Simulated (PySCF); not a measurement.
Spinor energies of Pt⁵⁶⁺ (platinum, charge +56)

Start: [Ar] 3d4; 3d3/2 filled at m_j = -3/2, -1/2, +1/2, +3/2. Calculated with PySCF 2.14 in an uncontracted even-tempered set (15 s from 16 bohr⁻², ratio 2.8; 12 p from 21 bohr⁻², ratio 2.8; 8 d from 21 bohr⁻², ratio 2.8; 3 f from 70 bohr⁻², ratio 3): generalised Hartree-Fock with the X2C-1e Hamiltonian and a Gaussian nucleus; one run each with spin-orbit coupling (SO) switched off, then screened by Boettger's factors.

```tsv
spinor shell	electrons	ε, spin-free (eV)	ε, screened SO (eV)	weight of nominal j (screened SO)	rms radius, screened SO (bohr)
1s1/2	2	-82655.9	-82619.1	1.000	0.0194
2s1/2	2	-17716.6	-17701.3	1.000	0.0777
2p1/2	2	-15873.2	-17138.0	1.000	0.0658
2p3/2	4	-15873.2	-15360.4	1.000	0.0734
3s1/2	2	-6660.3	-6655.2	1.000	0.192
3p1/2	2	-6103.3	-6435.7	1.000	0.182
3p3/2	4	-6103.3	-5965.2	1.000	0.197
3d3/2	4	-5619.2	-5660.9	1.000	0.168
```

```tsv
quantity	spin-free	screened SO
E (hartree)	-15412.55723	-15446.13485
M_J	0	0
⟨J²⟩	4.000	0.000
⟨L²⟩	6.000	2.473
⟨S²⟩	6.000	2.473
```

Breit and QED terms are absent; they matter most for the inner s and p1/2 levels.

Densities and radii are taken from the X2C orbitals without a picture-change correction, which distorts them close to the nucleus.

Without spin-orbit coupling the j labels of p, d and f shells carry no meaning; the spin-free column gives the mean over the occupied spinors of each nl shell, and its ⟨J²⟩ belongs to a mixture of degenerate components.
